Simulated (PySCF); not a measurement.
Point-charge models of `O=C([SiH3])CC(Cl)(Cl)Cl` against its computed dipole.

Coordinates (GFN2-xTB, Å) and charges (e) from the PBE0/pcSseg-1 density (PySCF):

| atom | x | y | z | Mulliken | IAO | Hirshfeld | ESP-fitted |
| --- | --- | --- | --- | --- | --- | --- | --- |
| O1 | 0.744 | -1.737 | -1.070 | -0.3081 | -0.3553 | -0.2011 | -0.3889 |
| C2 | 0.563 | -0.671 | -0.538 | -0.0016 | +0.1426 | +0.0753 | +0.3650 |
| Si3 | 1.941 | 0.088 | 0.576 | +0.4616 | +0.5311 | +0.2778 | +0.3787 |
| C4 | -0.750 | 0.083 | -0.797 | -0.0495 | -0.3204 | -0.1066 | -0.2675 |
| C5 | -1.595 | 0.190 | 0.452 | -0.4182 | +0.0320 | +0.1035 | -0.4968 |
| Cl6 | -0.843 | 1.270 | 1.644 | +0.0449 | -0.0217 | +0.0137 | +0.0843 |
| Cl7 | -1.804 | -1.412 | 1.201 | +0.0590 | -0.0267 | -0.0176 | +0.1134 |
| Cl8 | -3.208 | 0.847 | 0.062 | +0.0525 | -0.0358 | -0.0310 | +0.0826 |
| H9 | 1.904 | 1.540 | 0.418 | -0.0746 | -0.1130 | -0.0791 | -0.0949 |
| H10 | 3.182 | -0.474 | 0.052 | -0.0633 | -0.1011 | -0.0685 | -0.0998 |
| H11 | 1.701 | -0.350 | 1.946 | -0.0417 | -0.0914 | -0.0707 | -0.0769 |
| H12 | -1.319 | -0.460 | -1.557 | +0.1679 | +0.1835 | +0.0503 | +0.2103 |
| H13 | -0.519 | 1.086 | -1.162 | +0.1710 | +0.1762 | +0.0539 | +0.1905 |

Question: Form Σ q r in debye for every column and set it beside the full dipole.

Answer: The full density gives (0.45, 1.91, -0.14) D, 1.97 D in size; dipole vectors point from the negative to the positive end.

| scheme | μx | μy | μz | size (D) | share of the full size (%) | angle to the full dipole (°) |
| --- | --- | --- | --- | --- | --- | --- |
| Mulliken | 1.60 | 2.64 | 0.09 | 3.09 | 157 | 19 |
| IAO | 0.92 | 2.59 | 0.42 | 2.79 | 141 | 14 |
| Hirshfeld | -0.56 | 1.54 | 0.72 | 1.79 | 91 | 43 |
| ESP-fitted | 0.47 | 1.93 | -0.18 | 2.00 | 101 | 1 |

Question: Which set comes closest?

Answer: Length of the difference vector: ESP-fitted 0.05 D, IAO 1.00 D, Mulliken 1.38 D, Hirshfeld 1.38 D. Closest: ESP-fitted. The schemes that divide the density aren't constrained to reproduce the dipole.

Question: What is left for the Hirshfeld atoms' own dipoles?

Answer: The shares of the density sum to the whole, so what Σ q r misses lies in dipoles about the nuclei. The atomic dipoles sum to (0.45, 1.91, -0.14) − (-0.56, 1.54, 0.72) = (1.01, 0.37, -0.86) D, 1.38 D in size.

Question: With the origin at the mean of the coordinates, (0.000, 0.000, 0.094) Å, which are the largest single terms, by size, of the IAO dipole along the direction of the full one?

Answer: O1 +2.44, Si3 +1.26, H9 -1.04, H13 +0.87, H12 -0.55 D; all 13 atoms together +2.70 D. The single terms depend on the origin, their sum doesn't.

Question: Give the size of the full dipole in other units.

Answer: 1.97 D = 0.776 au = 0.411 e·Å = 6.58 × 10⁻³⁰ C·m.

Isolated species at its GFN2-xTB geometry (one conformer only).

The run behind these numbers computed NMR shieldings as well. On Arm Neoverse N1, one thread, shared host with 64 logical CPUs at a one-minute load of 61, this took 71 s wall (with the writing of density and orbital grids) and 0.84 GiB of memory at its peak.

Shape of the structure used: `[O:1]=[C:2]([SiH3:3])[CH2:4][C:5]([Cl:6])([Cl:7])[Cl:8]`: O1–C2–C4–C5 114°, C2–C4–C5–Cl6 69°.
